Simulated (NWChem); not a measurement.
C2H6FGa; SMILES [CH3][Ga]([CH3])[F]

```xyz
10

Ga     0.0000     0.0000    -0.0339
F      0.0000     0.0000     1.7556
C     -1.8209     0.0000    -0.7781
H     -2.3636    -0.8943    -0.4105
H     -1.8289     0.0000    -1.8848
H     -2.3636     0.8943    -0.4105
C      1.8209     0.0000    -0.7781
H      1.8289     0.0000    -1.8848
H      2.3636    -0.8943    -0.4105
H      2.3636     0.8943    -0.4105
```
Atoms are numbered in this order, from 1.

All runs: NWChem. Pople sets run with spherical d functions. Structure relaxed at the PBE-D3(BJ)/def2-SVP level. Total energies of different functionals are on different scales.

```json
[
 {"level": "B3LYP/6-31G*", "energy (Ha)": "-2104.3402", "highest occupied level (eV)": "…", "orbital gap (eV)": "…", "dipole (D)": "…"},
 {"level": "PBE/6-31G*", "energy (Ha)": "-2103.7809", "highest occupied level (eV)": "-6.44", "orbital gap (eV)": "5.16", "dipole (D)": "2.53"},
 {"level": "HCTH/407/6-31G*", "energy (Ha)": "-2105.3018", "highest occupied level (eV)": "-6.65", "orbital gap (eV)": "5.32", "dipole (D)": "2.59"},
 {"level": "TPSS/6-31G*", "energy (Ha)": "-2104.3029", "highest occupied level (eV)": "-6.55", "orbital gap (eV)": "5.38", "dipole (D)": "2.53"},
 {"level": "B97-D/6-31G*", "energy (Ha)": "-2105.1322", "highest occupied level (eV)": "-6.45", "orbital gap (eV)": "5.21", "dipole (D)": "2.58"},
 {"level": "PW6B95/6-31G*", "energy (Ha)": "-2105.4454", "highest occupied level (eV)": "-7.89", "orbital gap (eV)": "7.34", "dipole (D)": "2.72"},
 {"level": "BLYP/6-31G*", "energy (Ha)": "-2104.2901", "highest occupied level (eV)": "-6.27", "orbital gap (eV)": "5.04", "dipole (D)": "2.53"},
 {"level": "BHandHLYP/6-31G*", "energy (Ha)": "-2104.1680", "highest occupied level (eV)": "-9.01", "orbital gap (eV)": "9.18", "dipole (D)": "2.83"}
]
```

### Question
What belongs in the gaps?

### Answer

- B3LYP/6-31G*, highest occupied level (eV): -7.54
- B3LYP/6-31G*, orbital gap (eV): 6.75
- B3LYP/6-31G*, dipole (D): 2.67
